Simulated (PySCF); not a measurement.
From one molecule to another.

First species: C₇H₁₈OSi.
Geometry (GFN2-xTB, Å), atoms numbered from 1 in this order:
```
atom  x, y, z in Å
C1     2.707   -1.510   -0.970
C2     2.249   -0.079   -0.699
C3     3.122    0.591    0.355
O4     0.907   -0.128   -0.289
Si5   -0.113    1.072    0.064
C6    -1.777    0.183    0.340
C7    -2.232   -0.525   -0.936
C8    -2.827    1.220    0.731
C9    -1.661   -0.849    1.462
H10    3.725   -1.514   -1.350
H11    2.667   -2.088   -0.051
H12    2.053   -1.976   -1.702
H13    2.303    0.505   -1.630
H14    4.167    0.547    0.061
H15    2.997    0.083    1.308
H16    2.829    1.631    0.474
H17    0.281    1.811    1.271
H18   -0.199    2.041   -1.038
H19   -2.357    0.188   -1.749
H20   -3.185   -1.029   -0.776
H21   -1.499   -1.268   -1.242
H22   -2.536    1.739    1.642
H23   -3.793    0.745    0.903
H24   -2.948    1.962   -0.055
H25   -0.902   -1.590    1.221
H26   -1.386   -0.370    2.400
H27   -2.610   -1.365    1.608
```

Second species: C₇H₁₂ClNSi.
Atom-mapped SMILES: `[CH2:1]=[CH:2][CH2:3][Si@@H:4]([Cl:5])/[N:6]=[CH:7]\[CH:8]1[CH2:9][CH2:10]1` (hydrogens: H11, H12 on C1; H13 on C2; H14, H15 on C3; H16 on Si4; H17 on C7; H18 on C8; H19, H20 on C9; H21, H22 on C10)

Geometry (GFN2-xTB, Å), atoms numbered from 1 in this order:
```
atom  x, y, z in Å
C1     2.4042    0.9138    1.9895
C2     2.2235    0.3472    0.8098
C3     2.4179    1.0265   -0.4971
Si4    0.7333    1.4146   -1.3107
Cl5    0.9978    2.2575   -3.1273
N6     0.0471   -0.1096   -1.6671
C7    -0.8437   -0.8586   -1.1935
C8    -1.7360   -0.5760   -0.0736
C9    -3.1338   -1.1533   -0.0880
C10   -2.1236   -1.7159    0.8432
H11    2.2290    0.3864    2.9119
H12    2.7449    1.9324    2.0800
H13    1.8771   -0.6770    0.7480
H14    2.9786    1.9512   -0.3614
H15    2.9915    0.3829   -1.1656
H16    0.0130    2.3951   -0.4928
H17   -0.9726   -1.8375   -1.6621
H18   -1.5961    0.4005    0.3710
H19   -3.9256   -0.5377    0.3089
H20   -3.4227   -1.7373   -0.9484
H21   -2.2020   -1.4954    1.8961
H22   -1.7121   -2.6904    0.6285
```

Levels: PBE0/pcSseg-1 for dipole moment, HOMO energy, LUMO energy and HOMO–LUMO gap; GFN2-xTB for rotational constant A and rotational constant C. Geometries: GFN2-xTB. Each structure is a single optimised conformer of the isolated species, non-relativistic unless stated; the electronic structure was computed with PySCF and density fitting.

The conformers computed, where there is a choice (atom-mapped SMILES and torsion angles):
- `[CH3:1][CH:2]([CH3:3])[O:4][SiH2:5][C:6]([CH3:7])([CH3:8])[CH3:9]`: C1–C2–O4–Si5 -177°, C2–O4–Si5–C6 174°, O4–Si5–C6–C7 -62°
- `[CH2:1]=[CH:2][CH2:3][Si@@H:4]([Cl:5])/[N:6]=[CH:7]\[CH:8]1[CH2:9][CH2:10]1`: C1–C2–C3–Si4 -106°, C2–C3–Si4–Cl5 -177°, C3–Si4–N6–C7 103°, N6–C7–C8–C9 147°

(1) Which of the two has the higher HOMO energy, and by how much?

(2) Which of the two has the higher LUMO energy, and by how much?

(3) Which has the higher rotational constant C?

(4) Which has the higher dipole moment?

(5) Which has the higher rotational constant A?

(6) Which has the higher HOMO–LUMO gap?

Results:

(1) The second: -7.05 eV against -7.67 eV, a difference of 0.62 eV.

(2) The first: 0.92 eV against -0.85 eV, a difference of 1.77 eV.

(3) The first: 0.647 GHz against 0.420 GHz, a difference of 0.227 GHz.

(4) The second: 3.98 D against 0.96 D, a difference of 3.02 D.

(5) The first: 2.521 GHz against 1.084 GHz, a difference of 1.437 GHz.

(6) The first: 8.59 eV against 6.20 eV, a difference of 2.39 eV.

On the first: A dipole of 0.96 D is allowed in C1, and pure rotational transitions are dipole-allowed. In atomic units the dipole is 0.38 e·bohr (1 au = 2.5417 D).

On the second: The dipole matches unit charges of opposite sign 0.83 Å apart (1 e·Å = 4.8032 D).
